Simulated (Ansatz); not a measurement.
Compare A (`[SiH3][Al]1[CH2][O]1`) with its isomer B (`[CH2]1O[SiH2][AlH]1`).

Calculated with Ansatz (gas phase, PBE0-D4/def2-TZVP geometries, no zero-point term in ΔE). CCSD(T)/CBS adds triple-zeta CCSD(T) − MP2 to the extrapolated MP2 energy (def2 sets, frozen cores). Functionals use def2-TZVPP. B3LYP here is the variant with VWN-RPA as its local correlation; programs differ in this.

Problem. Which is lower in electronic energy at CCSD(T)/CBS, and by how much? (Estimate.)

Solution. Ansatz gave: B, by 34.4 kJ/mol.

Problem. Give E(B) − E(A) in kJ/mol with B3LYP, PBE0-D4, r2SCAN-D4, B3LYP-D4, LDA (SPW92), ωB97M-V, PBE-D4. (Best estimate.)

Solution. The calculation gave: B3LYP -29.5, PBE0-D4 -36.5, r2SCAN-D4 -27.2, B3LYP-D4 -34.5, LDA (SPW92) -35.6, ωB97M-V -40.8, PBE-D4 -25.9. None reverses the order clearly.

Problem. Does the order hold for the free energy at 298.15 K (harmonic terms from PBE0-D4)? (Best estimate.)

Solution. Ansatz gave: Yes: G(B) − G(A) = -28.4 kJ/mol. Modes under 60 cm⁻¹, often nearly free rotors, make the harmonic entropy too high.

Largest T1 diagnostic: 0.017.

From BLYP to BHLYP (50 % exact exchange), in def2-TZVPP and without D4, E(B) − E(A) moves by −23.1 kJ/mol. At CCSD(T), def2-SVP lies +9.5 kJ/mol from the extrapolated value and def2-TZVPP +2.1 kJ/mol.
